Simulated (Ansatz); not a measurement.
A run for Ansatz (a quantum-chemistry and plane-wave program): R-BLYP/def2-TZVPP on NH3 (SMILES N).

Ansatz 0.2 input:
```yaml
crystal:
  periodic: [false, false, false]
  atoms:
    - {symbol: N, position_ang: [-0.00002262, -0.00000000, 0.27911755]}
    - {symbol: H, position_ang: [0.94275925, 0.00000000, -0.09307852]}
    - {symbol: H, position_ang: [-0.47141832, 0.81647523, -0.09306951]}
    - {symbol: H, position_ang: [-0.47141832, -0.81647523, -0.09306951]}
basis:
  gaussian:
    orbitals: def2-TZVPP
hamiltonian:
  xc: {name: BLYP}
scf: {lower_state_search: off}
```

**Question.** Predict the final total energy.

**Answer.** -56.5612 hartree.
